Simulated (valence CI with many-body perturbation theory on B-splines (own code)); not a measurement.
**E1 transitions of Sm⁵⁷⁺**

Level of theory: configuration interaction combined with many-body perturbation theory (CI+MBPT): three valence electrons over a frozen Dirac-Fock core [He], a basis of 11 s, 11 p, 10 d, 8 f, 5 g, 2 h functions for each j, with the one-electron correlation potential Σ1, the two-electron term Σ2, the three-electron term Σ3, Breit, model QED; selected CI, second order for the rest, scaled by the run's own slope (own B-spline code, finite nucleus).

No measured spectrum was set against this ion. As an estimate, large intervals hold to a few tenths of a per cent, small ones and those within an open d or f shell to about a per cent.

Lines 201 to 250 of 575 in falling wavelength, among levels below 10244 eV, chosen from the strongest by gf and those to the six lowest levels. Wavelengths and rates use the calculated energies. Electric multipoles are in the length gauge with retardation, E1 and E2 with the static RPA response of the core. Weak lines are less certain than strong ones. Lines between different terms over intervals too small for the method are left out, as are lines whose strength nearly cancels. The highest levels of a list are the least certain.

Levels are named by their leading jj configuration (3d3/2^4 stands for four electrons in 3d with j = 3/2), which in mixed levels can hold well under half, so a name can repeat and another be missing. Letters in brackets count levels of one name in rising energy.

```
λ vac (Å)                          Upper                       Lower   A (s⁻¹)  log gf  Branch %
    14.13  (2p1/2 2p3/2 3d3/2) J=3/2 [a]  (2s 2p1/2 3d3/2) J=3/2 [a]  1.28e+12   -0.81       0.5
    14.13     (2s 2p3/2 3p1/2) J=3/2 [b]          (2s^2 3p1/2) J=1/2  2.14e+12   -0.59       1.6
    14.12      (2p3/2^2 3d5/2) J=5/2 [b]  (2s 2p3/2 3d5/2) J=7/2 [b]  1.46e+12   -0.58       0.2
    14.11  (2p1/2 2p3/2 3p3/2) J=5/2 [b]  (2s 2p1/2 3p3/2) J=3/2 [b]  7.36e+11   -0.88       0.3
    14.11  (2p1/2 2p3/2 3p1/2) J=3/2 [a]  (2s 2p1/2 3p1/2) J=1/2 [a]  8.61e+11   -0.99       0.2
    14.11     (2s 2p3/2 3d5/2) J=5/2 [b]          (2s^2 3d5/2) J=5/2  2.11e+12   -0.42       0.2
    14.10  (2p1/2 2p3/2 3d3/2) J=5/2 [a]  (2s 2p1/2 3d3/2) J=3/2 [a]  7.00e+11   -0.90       0.8
    14.10     (2p1/2 2p3/2 3s) J=3/2 [a]     (2s 2p1/2 3s) J=1/2 [a]  1.16e+12   -0.86       1.5
    14.09      (2p1/2 2p3/2 3d5/2) J=1/2      (2s 2p1/2 3d5/2) J=3/2  1.55e+12   -1.03       0.2
    14.07  (2p1/2 2p3/2 3d5/2) J=7/2 [b]      (2s 2p1/2 3d5/2) J=7/2  7.56e+11   -0.75       0.1
    14.07  (2p1/2 2p3/2 3p3/2) J=5/2 [b]      (2s 2p1/2 3p3/2) J=5/2  6.49e+11   -0.94       0.3
    14.07  (2p1/2 2p3/2 3d5/2) J=3/2 [a]  (2s 2p1/2 3d5/2) J=5/2 [a]  6.78e+11   -1.09       0.1
    14.07        (2s 2p3/2 3s) J=3/2 [b]             (2s^2 3s) J=1/2  2.14e+12   -0.59       2.7
    14.07     (2s 2p3/2 3p3/2) J=3/2 [b]          (2s^2 3p3/2) J=3/2  2.13e+12   -0.60       1.6
    14.06     (2s 2p3/2 3d5/2) J=3/2 [b]          (2s^2 3d5/2) J=5/2  2.32e+12   -0.56       0.3
    14.05  (2p1/2 2p3/2 3d3/2) J=1/2 [a]  (2s 2p1/2 3d3/2) J=3/2 [a]  1.68e+12   -1.00       1.3
    14.05  (2p1/2 2p3/2 3d5/2) J=5/2 [a]  (2s 2p1/2 3d5/2) J=5/2 [a]  5.44e+11   -1.02       0.1
    14.02     (2s 2p3/2 3d3/2) J=3/2 [b]          (2s^2 3d3/2) J=3/2  1.47e+12   -0.76       0.2
    14.02     (2s 2p3/2 3p3/2) J=1/2 [b]          (2s^2 3p3/2) J=3/2  2.12e+12   -0.90      28.8
    13.98             (2p3/2^2 3s) J=3/2     (2s 2p3/2 3s) J=3/2 [a]  1.41e+12   -0.78       1.0
    13.94          (2p3/2^2 3d3/2) J=7/2      (2s 2p3/2 3d3/2) J=7/2  1.30e+12   -0.52       0.2
    13.92          (2p3/2^2 3p3/2) J=7/2      (2s 2p3/2 3p3/2) J=7/2  1.43e+12   -0.48       0.6
    13.92          (2p3/2^2 3p1/2) J=3/2  (2s 2p3/2 3p1/2) J=3/2 [a]  1.52e+12   -0.75       0.5
    13.92          (2p3/2^2 3p1/2) J=5/2      (2s 2p3/2 3p1/2) J=5/2  1.57e+12   -0.56       0.5
    13.91          (2p3/2^2 3d3/2) J=5/2  (2s 2p3/2 3d3/2) J=5/2 [a]  7.94e+11   -0.86       0.1
    13.90          (2p3/2^2 3d5/2) J=7/2      (2s 2p3/2 3d5/2) J=9/2  4.36e+11   -1.00       6.6
    13.89          (2p3/2^2 3d5/2) J=9/2      (2s 2p3/2 3d5/2) J=9/2  1.33e+12   -0.42      22.5
    13.88          (2p1/2 2p3/2^2) J=3/2      (2s 2p1/2 2p3/2) J=5/2  2.04e+11   -1.63       5.9
    13.86         (2s 2p1/2 2p3/2) J=1/2          (2s^2 2p1/2) J=1/2  2.57e+12   -0.83      99.5
    13.84     (2s 2p1/2 2p3/2) J=3/2 [b]          (2s^2 2p1/2) J=1/2  2.21e+12   -0.60      99.6
    13.79      (2p3/2^2 3d5/2) J=5/2 [a]  (2s 2p3/2 3d5/2) J=7/2 [a]  7.79e+11   -0.87       0.1
    13.79             (2p3/2^2 3s) J=5/2         (2s 2p3/2 3s) J=5/2  1.53e+12   -0.58       3.3
    13.76          (2p1/2 2p3/2^2) J=1/2  (2s 2p1/2 2p3/2) J=3/2 [b]  2.65e+12   -0.82      68.2
    13.74          (2p1/2 2p3/2^2) J=1/2      (2s 2p1/2 2p3/2) J=1/2  1.17e+12   -1.18      30.2
    13.68             (2s 2p3/2^2) J=1/2          (2s^2 2p3/2) J=3/2  2.07e+12   -0.93      99.6
    13.68          (2p1/2^2 2p3/2) J=3/2          (2s 2p1/2^2) J=1/2  1.63e+12   -0.74      94.5
    13.67             (2s 2p3/2^2) J=3/2          (2s^2 2p3/2) J=3/2  3.68e+12   -0.39      99.0
    13.55          (2p1/2 2p3/2^2) J=5/2      (2s 2p1/2 2p3/2) J=5/2  1.61e+12   -0.57      50.9
    13.34          (2p1/2 2p3/2^2) J=3/2  (2s 2p1/2 2p3/2) J=3/2 [a]  1.79e+12   -0.72      51.5
    13.08                (2p3/2^3) J=3/2          (2s 2p3/2^2) J=5/2  1.05e+12   -0.97      20.3
    13.04          (2p1/2 2p3/2^2) J=5/2  (2s 2p1/2 2p3/2) J=3/2 [a]  3.41e+10   -2.28       1.1
    5.687          (2p1/2^2 4p1/2) J=1/2       (2p1/2^2 3d3/2) J=3/2  7.67e+12   -1.13       5.2
    5.673         (2s 2p1/2 4p1/2) J=3/2      (2s 2p1/2 3d3/2) J=5/2  5.47e+12   -0.98       4.8
    5.663        (2s 2p1/2 4s) J=1/2 [b]      (2s 2p1/2 3p3/2) J=1/2  8.15e+12   -1.11      11.4
    5.651             (2p1/2^2 4s) J=1/2       (2p1/2^2 3p3/2) J=3/2  2.41e+13   -0.64      35.1
    5.647            (2s 2p1/2 4s) J=3/2  (2s 2p1/2 3p3/2) J=3/2 [b]  5.05e+12   -1.02       6.3
    5.642     (2s 2p1/2 4p3/2) J=3/2 [b]  (2s 2p1/2 3d5/2) J=5/2 [b]  4.10e+12   -1.11       3.1
    5.640            (2s 2p1/2 4s) J=3/2      (2s 2p1/2 3p3/2) J=5/2  1.81e+13   -0.46      22.4
    5.640        (2s 2p1/2 4s) J=1/2 [a]  (2s 2p1/2 3p3/2) J=3/2 [a]  2.41e+13   -0.64      32.1
    5.637          (2p1/2^2 4p3/2) J=3/2       (2p1/2^2 3d5/2) J=5/2  4.91e+12   -1.03       3.5
```
